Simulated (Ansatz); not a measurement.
`CC(F)BF` + `COBO` → `OBOBF` + `CC(C)F`  (formal exchange of groups at a B–C bond)

Program: Ansatz. Geometries: PBE0-D4/def2-TZVP. ΔE: electronic, gas phase. CBS: MP2 limit from def2 TZ/QZ plus the TZ coupled-cluster correction, frozen cores. Functionals use def2-TZVPP. One conformer a species, not always the lowest.

CCSD(T)/CBS gives -2.12 eV.

(1) Another level gave -2.03 eV. Which?
A. PBE/def2-TZVPP
B. HF/def2-TZVPP
C. r2SCAN/def2-TZVPP
D. ωB97X-V/def2-TZVPP

Largest T1 diagnostic among the species: 0.014.

## Answers

(1) D. ωB97X-V -2.03, HF/def2-TZVPP -2.15, r2SCAN -2.10, PBE -1.98 eV.

From PBE to PBE0 (25 % exact exchange), in def2-TZVPP and without D4, ΔE moves by −0.06 eV.
